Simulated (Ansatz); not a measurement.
BCl₃. Charge 0, multiplicity 1. Geometry PBE-D4/def2-TZVP; atoms count from 1.

```xyz
4

B     0.0000    0.0000    0.0000
Cl   -1.6160   -0.4680    0.4735
Cl    0.6108   -0.4412   -1.5770
Cl    1.0052    0.9091    1.1035
```

(1) Estimate the Mulliken populations from the PBE0/def2-TZVP orbitals of Ansatz.

(2) And the Mayer bond orders between heavy atoms (over 0.3)?

Results:

(1) 
```
atom  charge (e)
  B1        0.24
 Cl2       -0.08
 Cl3       -0.08
 Cl4       -0.08
```
Mulliken values depend strongly on the basis.

(2) B1–Cl2 1.32 (1.75 Å); B1–Cl3 1.32 (1.75 Å); B1–Cl4 1.32 (1.75 Å).
